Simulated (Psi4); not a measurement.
F4Sb (SMILES [F][Sb+]([F])([F])[F]), charge +1, singlet, geometry from GFN2-xTB (all electrons, no relativity). Base run: Psi4 with PBE0/3-21G.

Input for Psi4:
```
memory 2 GB

molecule {
1 1
  Sb    0.00000000    0.00000000    0.00000000
  F     1.78716823   -0.30357238   -0.62788667
  F    -0.08155754    0.81022628    1.73702329
  F    -0.73508024    1.12801739   -1.36660234
  F    -0.97053045   -1.63467128    0.25746573
}

set basis 3-21g
set scf_type pk

energy('pbe0')
print_variables()
```

Variants of this job, named by their change:

```csv
change,ΔE vs base (eV),point group used,SCF cycles
base,0.00,c1,7
jitter_ang = 0.002,0.00,c1,7
"molecule keys = symmetry c1, no_reorient, no_com",0.00,c1,7
molecule keys = no_reorient,0.00,c1,7
molecule keys = symmetry c1,0.00,c1,7
```
